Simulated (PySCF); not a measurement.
Zirconium: a sound run and one with changed settings

Sound run: Zr [Kr] 4d2 5s2, Zr⁺ [Kr] 4d2 5s1. Computed with PySCF 2.14 in x2c-SVPall, with scalar relativity by spin-free X2C-1e. In the sound run the correlated levels freeze [Kr]. The sound run starts from symmetry-adapted Hartree-Fock orbitals and uses a fine grid where one is needed.

Changed run: the non-relativistic Hamiltonian (point nucleus). This setting is unsound on purpose.

```
species  method  sound run (hartree)  changed run (hartree)  converged
     Zr     UHF          -3595.85890            -3504.55232        yes
     Zr    BP86          -3598.34189            -3507.03889        yes
     Zr    PBE0          -3597.58664            -3506.28201        yes
     Zr     MP2          -3595.89555            -3504.58771        yes
    Zr⁺     UHF          -3595.66745            -3504.37047        yes
    Zr⁺    BP86          -3598.09632            -3506.80730        yes
    Zr⁺    PBE0          -3597.35321            -3506.06181        yes
    Zr⁺     MP2          -3595.67592            -3504.37890        yes
```

Ionisation energy of Zr:

| method | sound run (eV) | changed run (eV) |
| --- | --- | --- |
| UHF | 5.210 | 4.949 |
| BP86 | 6.682 | 6.302 |
| PBE0 | 6.352 | 5.992 |
| MP2 | 5.976 | 5.682 |
| SCS-MP2 | 6.130 | 5.831 |

Most of the change in total energy is the relativistic energy itself. On top of that the contraction fixes the core shape for the Hamiltonian it was made with, so the changed run is not a good calculation with the other Hamiltonian either.

For comparison, NIST gives 6.634 eV between the lowest levels.
